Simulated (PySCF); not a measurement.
An unknown shows these calculated signals:

$^{1}$H NMR (600 MHz, computed): δ 9.54 (d, J = 1.8 Hz, 1H), 0.78 (td, J = 5.4, 1.8 Hz, 1H).

$^{13}$C{$^{1}$H} NMR (computed): δ 163.1 (CH), 11.3 (CH, t, J = 49.7 Hz).

All values are calculated (PySCF 2.14): geometry from PBE0-D3(BJ)/def2-SVP, PBE0/pcSseg-1 with gauge-including orbitals, J couplings at B3LYP/pcJ-1. Averaged over atoms made equivalent by symmetry, fast rotation or ring inversion, a single conformation, non-relativistic, no solvent.

Shifts are taken against calculated references (same method and geometry level): $^{1}$H, $^{13}$C against TMS.

Which of these does the molecule contain: a non-aromatic C=C double bond, an OH group, an N-methyl group, a three-membered ring?

Answers


- A non-aromatic C=C double bond: no.
- An OH group: no.
- An N-methyl group: no.
- A three-membered ring: yes.

The data belong to `FB(F)[C@H]1C=N1`, C₂H₂BF₂N; they needn't prove each group on their own.

Carbon signals by region: 1 in the far downfield region (above 160 ppm), 1 below 50 ppm. Above 160 ppm: 163.1, C=N carbon.

A carbon bonded to boron is broadened by the quadrupolar boron nucleus and is often missing from a measured spectrum. Multiplet labels drop couplings under 1 Hz and merge nearly equal ones. Unscaled 3J(H,H) at this level run about 10 % above measured values. Shifts are as computed. Against solution values, carbons near 30 ppm lie about +2 ppm off and those near 130 ppm about +5 ppm. Of 1211 compounds with measured shifts, 218 miss one by over three times the rms of a fit or turn the order of signals round; such compounds aren't used in these exercises. Vicinal couplings across rotatable single bonds and in flexible rings belong to the one computed conformer; a conformer average would change them.
